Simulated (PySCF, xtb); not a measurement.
Al(Cl)(F)(OSiH3) (AlClFH3OSi), SMILES [F][Al]([Cl])[O][SiH3].

GFN2-xTB (xtb) at its own geometry gives an orbital gap of 3.90 eV and a dipole moment of 1.76 D.

Geometry: B3LYP-D3(BJ)/def2-SVP. The structure was generated by enumeration; whether it is a known compound was not checked. One conformer was computed; it need not be the lowest.

Task: What does M06-2X/def2-TZVP (PySCF) give? (Estimate from the structure and the level; the computed values follow.)

Result: gap 9.80 eV (levels -10.48 and -0.68 eV), dipole 1.39 D.
